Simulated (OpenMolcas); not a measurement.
**neutral palladium: effect of the active space**

```
Program             : OpenMolcas 26.06
Method              : CASSCF or its RAS form
Basis               : ANO-RCC-VTZP
Scalar Hamiltonian  : DKH2, point nucleus
Spin-orbit coupling : state interaction with AMFI integrals over the reference wave functions, term energies averaged over their components
```

A. 10 electrons in 6 orbitals (4d 5s); 2S+1 = 3 even, 15 roots; 2S+1 = 1 even, 20 roots; cost of the order of 13 core-seconds
B. 10 electrons in 9 orbitals (RAS2 4d 5s; RAS3 5p, at most 2 electrons); 2S+1 = 1 even, 20 roots; 2S+1 = 3 even, 15 roots kept (CI in the orbitals of an earlier block); 2S+1 = 1 odd, 7 roots; 2S+1 = 3 odd, 15 roots kept (CI in the orbitals of an earlier block); cost roughly 2.8 core-minutes

Energies in cm⁻¹ above 4d¹⁰ ¹S₀, the measured ground level; measured values from NIST Handbook of Basic Atomic Spectroscopic Data.

| Level | A | B | Measured |
| --- | --- | --- | --- |
| 4d⁹ 5s ³D₃ | -26934 | -27380 | 6564 |
| 4d⁹ 5s ³D₂ | -25690 | -26162 | 7755 |
| 4d⁹ 5s ³D₁ | -23382 | -23856 | 10094 |
| 4d⁹ 5s ¹D₂ | -21502 | -22093 | 11722 |
| 4d⁸ 5s² ³F₄ | -14645 | -19542 | 25101 |
| 4d⁸ 5s² ³F₃ | -11705 | -16610 | 28214 |
| 4d⁸ 5s² ³F₂ | -10027 | -14919 | 29711 |
| 4d⁸ 5s² ³P₂ [52 %] | -1305 | -6406 |  |
| 4d¹⁰ ¹S₀ | 0.0 | 0.0 | 0.0 |
| 4d⁸ 5s² ³P₁ | 1939 | -3142 |  |
| 4d⁸ 5s² ¹D₂ [50 %] | 2666 | -2491 |  |
| 4d⁸ 5s² ³P₀ | 2751 | -2496 |  |

A puts 4d⁹ 5s ³D₃ lowest. B puts 4d⁹ 5s ³D₃ lowest.

Deviations, from unrounded energies. A percentage is the sum of absolute deviations over the sum of measured energies, with the sign that they share, or ± where signs differ.

```csv
Against measurement,Levels,A,B
mean absolute deviation (cm-1),7,36000,39000
other configurations (%),7,-212.4,-226.4
```

A lies closest to measurement on these levels. The largest miss of A in the table is 4d⁸ 5s² ³F₃, by -40000 cm-1. The ranking rests on the paired levels alone, and a cruder setting can come out closer through cancelling errors.

Between A and B the level of the table that moves most is 4d⁸ 5s² ³P₀, by 5200 cm-1 (lowest in B, highest in A).

Without dynamic correlation excited terms often stand tens of per cent too high (terms of higher spin than the ground term too low), and those without a measured partner can miss by more than the paired ones. The lowest computed level is not the ground level that NIST lists (1S0). A single d shell beside an s shell can misplace configurations of different d count against each other. Terms from blocks run as CI alone lack orbitals of their own (holds for B). Computed and measured levels are paired by configuration, term and J; levels that our copy of the source lacks, or whose pairing is in doubt (as where it misses far off the trend of its configuration), stay unpaired and out of the deviations. Where the source uses jj or jK labels, the order within each J decides. Only configurations of the active space appear. The table leaves out levels that lie high or whose names do not pair safely across all columns.

A share in square brackets marks a mixed level and gives the weight of the term that names it, the lowest over the columns.
